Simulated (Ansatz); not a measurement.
`[Li][O][Si](C)(C)C` + `[Li][OH]` → `[Li][O][Li]` + `C[Si](C)(C)O` at 500 K and 1 bar (ligand exchange at a Li–O bond).

Computed with Ansatz on PBE0-D4/def2-TZVP structures; ΔE is electronic, products minus reactants. CCSD(T)/CBS is the MP2 limit (def2-TZVPP, def2-QZVPP) plus CCSD(T) − MP2 in def2-TZVPP, frozen cores. For Li outer-core shells are correlated without core-valence functions, which leaves a few kJ/mol of doubt a bond. One conformer a species, not always the lowest.

```csv
species,CCSD(T)/CBS energy (Eh),H − E (kJ/mol),S (J/(mol·K))
`[Li][O][Si](C)(C)C`,-491.47794,366.7,474.7
`[Li][OH]`,-83.31445,54.5,232.6
`[Li][O][Li]`,-90.22019,35.9,256.0
`C[Si](C)(C)O`,-484.52812,386.5,456.2
```

H − E and S are ideal-gas, rigid-rotor, harmonic terms from PBE0-D4/def2-TZVP, for one conformer and one mirror image of each species. 1 Eh = 2625.50 kJ/mol, R = 8.31446 J/(mol·K).

**Question.** By hand: ΔE, ΔH, ΔS and ΔG.

**Answer.** ΔE = (-90.22019) + (-484.52812) − (-491.47794) − (-83.31445) = 0.04408 Eh = 115.7 kJ/mol. Δ(H − E) = 35.9 + 386.5 − 366.7 − 54.5 = 1.2, so ΔH = 116.9 kJ/mol. ΔS = 256.0 + 456.2 − 474.7 − 232.6 = 4.9 J/(mol·K). ΔG = 116.9 − 500 × (4.9)/1000 = 114.5 kJ/mol.

**Question.** By hand: the equilibrium constant, and the temperature at which ΔG would vanish if ΔH and ΔS stayed fixed.

**Answer.** log₁₀ K = −ΔG/(RT ln 10) = -12.0. ΔG = 0 at ΔH/ΔS = 23857 K, far beyond where these terms or the molecules hold.

The number of gas molecules stays the same, so ΔS is small and ΔH decides. A doubt of 5 kJ/mol in ΔE shifts log₁₀ K by 0.5 here. Other conformers and mirror images would add mixing entropy, several J/(mol·K) or more a flexible species. These are equilibria of isolated gas molecules and say nothing of rates. Largest T1 diagnostic: 0.021 (customary marks: 0.02 for closed shells, 0.045 for open ones).
